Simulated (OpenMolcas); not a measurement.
# Ru5+ in a point-charge field

Ru5+ among 4 point charges of -1.5 e arranged as a square (D4h), 2.27 Å from the ion.

```yaml
Program: OpenMolcas
Method: CASSCF
Basis: ANO-RCC-VDZP [6s5p3d1f]
Scalar_Hamiltonian: DKH2, point nucleus
Active_space: 3 electrons in 5 orbitals (4d)
State_averaging: 2S+1 = 4 even, 10 roots; 2S+1 = 2 even, 40 roots
Spin-orbit_coupling: state interaction with AMFI integrals over the reference wave functions
```

The lowest spin-free states (labels of D4, the rotations of D4h), above the lowest:

```tsv
State	Degeneracy	E (cm-1)	Free-ion L (%)
4E	2	0.0	F (99)
4B1	1	639.1	F (100)
4A2	1	1422	F (75)
4B2	1	3128	F (100)
4E	2	3332	F (96)
4A2	1	14563	P (75)
2A1	1	16188	G (94)
2E	2	16245	G (86)
2B2	1	16773	G (79)
2A2	1	17295	H (89)
2B1	1	17404	G (94)
2E	2	17479	H (58)
2E	2	18520	G (53)
2B2	1	19035	H (57)
2A1	1	19181	G (88)
2A2	1	19185	G (79)
2B1	1	19678	H (68)
2E	2	20395	P (71)
4E	2	21601	P (95)
2B1	1	22870	D (73)
```

The lowest levels with spin-orbit coupling:

| E (cm-1) | Degeneracy | Label | 2S+1 | g |
| --- | --- | --- | --- | --- |
| 0.0 | 2 | E3/2 | 4 | 0.18 1.15 1.15 |
| 1418 | 2 | E3/2 | 4 | 2.46 2.77 2.77 |
| 1430 | 2 | E1/2 | 4 | 0.64 0.64 1.65 |
| 2765 | 2 | E1/2 | 4 | 1.53 3.08 3.08 |
| 3095 | 2 | E3/2 | 4 | 1.61 1.61 2.56 |
| 3535 | 2 | E1/2 | 4 | 1.01 1.01 6.07 |
| 3803 | 2 | E3/2 | 4 | 0.85 3.93 3.93 |
| 4401 | 2 | E1/2 | 4 | 0.88 0.88 5.47 |
| 4951 | 2 | E3/2 | 4 | 2.96 3.08 3.08 |
| 5883 | 2 | E1/2 | 4 | 0.58 0.83 0.83 |
| 6457 | 2 | E1/2 | 4 | 0.41 0.41 1.85 |
| 6829 | 2 | E3/2 | 4 | 1.42 5.02 5.02 |
| 7237 | 2 | E1/2 | 4 | 2.85 2.85 3.71 |
| 7637 | 2 | E3/2 | 4 | 2.35 5.86 5.86 |
| 16516 | 2 | E3/2 | 4 (85 %) | 0.00 0.00 5.61 |
| 16704 | 2 | E1/2 | 4 (85 %) | 1.85 3.67 3.67 |
| 17712 | 2 | E1/2 | 2 | 0.72 3.73 3.73 |
| 17945 | 2 | E1/2 | 2 | 1.11 2.47 2.47 |
| 18110 | 2 | E3/2 | 2 | 0.84 0.84 3.16 |
| 18231 | 2 | E3/2 | 2 | 1.46 2.28 2.28 |

Powder χT (cm3 K/mol): 0.085 at 2 K, 0.0878 at 10 K, 0.102 at 50 K, 0.12 at 100 K, 0.155 at 200 K, 0.192 at 300 K. The effective moment at 300 K is 2.828 √(χT) = 1.24 μB.

The lowest level has 2S+1 = 4, for which the spin-only value is χT = S(S+1) / 2 = 1.875 cm3 K/mol (g = 2). The computed 0.192 at 300 K differs by -1.683, through orbital momentum, spin-orbit coupling and any other state in reach.

An orbital doublet at a regular site is open to a Jahn-Teller distortion, which this geometry leaves out. Without dynamic correlation the repulsion within the d shell is too large (B by tens of per cent), so at a given field states of lower spin stand too high. The ground term spreads over less than 5000 cm-1, several times less than with real ligands, so orbital moments are less quenched and χT lies further from the spin-only value than at real sites. This is an electrostatic model: the charges have no orbitals. No measured value stands beside these numbers.
